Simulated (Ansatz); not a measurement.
`C[CH](C)[Ge][NH2]`. Charge 0, multiplicity 1. The structure was optimised at the PBE0-D4/def2-TZVP level. It is one conformer, not always the lowest.

```xyz
14

C     1.306   -0.674   -0.256
C     0.057   -0.602    0.612
C    -0.068    0.743    1.316
Ge   -1.629   -1.042   -0.420
N    -1.491    0.301   -1.637
H     2.212   -0.505    0.338
H     1.416   -1.646   -0.746
H     1.295    0.085   -1.045
H     0.122   -1.386    1.376
H    -0.143    1.567    0.600
H    -0.952    0.795    1.960
H     0.805    0.943    1.949
H    -0.751    0.987   -1.688
H    -2.181    0.435   -2.358
```

Question: What is the dipole moment at r2SCAN/def2-TZVPP? (Estimate.)

Answer: The calculation gave: 1.39 D, with components (0.60, 1.10, -0.59) D in this frame, pointing from negative to positive charge.

Question: And with PBE, B3LYP, ωB97M-V? (Estimate.)

Answer: Ansatz gave: PBE 1.32 D, B3LYP 1.18 D, ωB97M-V 1.17 D.

Question: Give the Mulliken charges with r2SCAN, ωB97M-V, PBE in def2-TZVPP. (Best estimate.)

Answer: The calculation gave: 
| atom | r2SCAN | ωB97M-V | PBE |
| --- | --- | --- | --- |
| C1 | -0.15 | -0.30 | -0.25 |
| C2 | -0.08 | -0.29 | -0.12 |
| C3 | -0.15 | -0.30 | -0.25 |
| Ge4 | 0.21 | 0.29 | 0.18 |
| N5 | -0.42 | -0.37 | -0.38 |
| H6 | 0.04 | 0.11 | 0.08 |
| H7 | 0.05 | 0.11 | 0.08 |
| H8 | 0.03 | 0.09 | 0.07 |
| H9 | 0.02 | 0.11 | 0.06 |
| H10 | 0.04 | 0.10 | 0.07 |
| H11 | 0.05 | 0.11 | 0.08 |
| H12 | 0.04 | 0.11 | 0.08 |
| H13 | 0.16 | 0.13 | 0.15 |
| H14 | 0.16 | 0.12 | 0.15 |

B3LYP here is the variant with VWN-RPA as its local correlation; programs differ in this.
